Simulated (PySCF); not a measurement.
Work out the structure from these simulated measurements.

Formula: C7H14.

* Dipole: 0.11 D [wB97X-D/def2-SVPD]
* UV, first state: lowest singlet excitation: 8.57 eV (145 nm, f = 0.004) [TDDFT wB97X-D/def2-SVPD]
* Triplet: lowest triplet excitation (Tamm–Dancoff): 8.44 eV [TDA wB97X-D/def2-SVPD]
* Rotational structure: rotational constants A, B, C: 7.408, 1.208, 1.115 GHz [PBE0-D3(BJ)/def2-SVP]
* Polarisability: 83.5 au [wB97X-D/def2-SVPD]
* Couplings: largest of the computed one-bond spin–spin couplings (means over like bonds): 13C–1H +144.1, 13C–1H +143.7 (×2), 13C–1H +137.4, 13C–1H +135.5 (×2), 13C–1H +133.9, 13C–1H +131.3 (×3), 13C–1H +129.6 (×2), 13C–1H +128.8 (×2) Hz [B3LYP/pcJ-1, spin–dipole term left out]
* UV, strongest line: among the 10 lowest singlet transitions: S2 at 8.65 eV (143 nm, f = 0.050) [TDDFT wB97X-D/def2-SVPD]
* 13C NMR: chemical shifts (computed TMS as zero) by class: 43.5 (1 C), 38.5 (1 C), 30.5 (2 C), 23.6 (1 C), 19.6 (1 C), 16.5 (1 C) ppm [GIAO CAM-B3LYP/pcSseg-1]
* Valence photoelectron: vertical ionisation energy: 10.22 eV [ΔSCF wB97X-D/def2-SVPD]

Electronic properties: PySCF, gas phase, density fitting. Levels stand in brackets. The structure is a single PBE0-D3(BJ)/def2-SVP conformer in the gas phase; no vibrational or solvent corrections. NMR classes are plain means over equivalent atoms (diastereotopic ones count apart unless rotation or inversion swaps them), as if these changed places fast.

**Question.** What is the compound? Reason from the data.

**Answer.** Numbering: `[CH3:1][CH2:2][CH2:3][CH:4]1[CH2:5][CH2:6][CH2:7]1`. Its formula, C7H14, gives 1 degree of unsaturation: 1 ring and 0 π bonds in the structure found. 7 carbons fall into 6 classes; from least to most shielded: chain CH2 carbon [C3] (43.5 ppm), four-membered-ring carbon [C4] (38.5 ppm), four-membered-ring carbon [C5/C7] (30.5 ppm, 2 C), chain CH2 carbon [C2] (23.6 ppm), four-membered-ring carbon [C6] (19.6 ppm), methyl carbon [C1] (16.5 ppm). The couplings run between: +144.1 Hz, four-membered-ring carbon [C6] and its hydrogen; +143.7 Hz, four-membered-ring carbon [C5] and its hydrogen (with 1 like pair); +137.4 Hz, four-membered-ring carbon [C6] and its hydrogen; +135.5 Hz, four-membered-ring carbon [C5] and its hydrogen (with 1 like pair); +133.9 Hz, four-membered-ring carbon [C4] and its hydrogen; +131.3 Hz, methyl carbon [C1] and its hydrogen (with 2 like pairs); +129.6 Hz, chain CH2 carbon [C2] and its hydrogen (with 1 like pair); +128.8 Hz, chain CH2 carbon [C3] and its hydrogen (with 1 like pair). The first electron is taken from the HOMO, whose largest Löwdin shares are 0.19 on a four-membered-ring carbon, 0.16 on a four-membered-ring carbon, 0.14 on a four-membered-ring carbon and 0.13 on a chain CH2 carbon. The optimised geometry has point group C1 and is an asymmetric top. Structure: `CCCC1CCC1` (propylcyclobutane). Computed isomers that give other values at the same levels: `CC(C)(C)C1CC1` (rotational constant A: 3.723 GHz; this holds for the one conformer computed); `C1CCCCCC1` (rotational constant A: 3.150 GHz; this holds for the one conformer computed); `CCC1CCCC1` (rotational constant A: 5.441 GHz; this holds for the one conformer computed). The assignments are read from this structure; whether some other isomer fits the data as well wasn't checked.

Conformer computed: `[CH3:1][CH2:2][CH2:3][CH:4]1[CH2:5][CH2:6][CH2:7]1`: C1–C2–C3–C4 -179°, C2–C3–C4–C5 174°.
